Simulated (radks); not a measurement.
Results of a calculation; reference values are marked as such.
Fractional charge and spin in the 4s shell of krypton: the spin-up occupation runs from 0 to 1 and the spin-down occupation from 0 to 1; the fullest corner is Kr+, [Ar] 3d10 4p(up 2.5, down 2.5) 4s(up 1, down 1). Code: a radial shooting solver on a logarithmic mesh with Libxc functionals. Model: non-relativistic Kohn-Sham, PBE, spin-polarised, spherical densities, point nucleus. Energy (eV) minus the two flat planes that join the four corners (they meet along the diagonal where the two added fractions sum to one electron); zero is where a piecewise linear energy would lie.

| down \ up | 0 | 0.5 | 1 |
|---|---|---|---|
| 0 | 0.000 | -1.627 | 0.000 |
| 0.5 | -1.627 | 0.289 | -1.513 |
| 1 | 0.000 | -1.513 | 0.000 |

Corners above the fullest one (they belong to Kr2+ and the next ion): (up 1, down 0) 39.009 eV, (up 0, down 1) 39.009 eV, (up 0, down 0) 91.743 eV. With half an added electron in each spin the energy lies 0.289 eV from the planes, and with half an added electron in spin up alone -1.627 eV. The planes are only a guide here: the flat-plane condition holds for ground states with one frontier orbital, while this shell lies below other occupied shells, so the corners above the fullest one are inner-hole states and not the ground states of those ions.
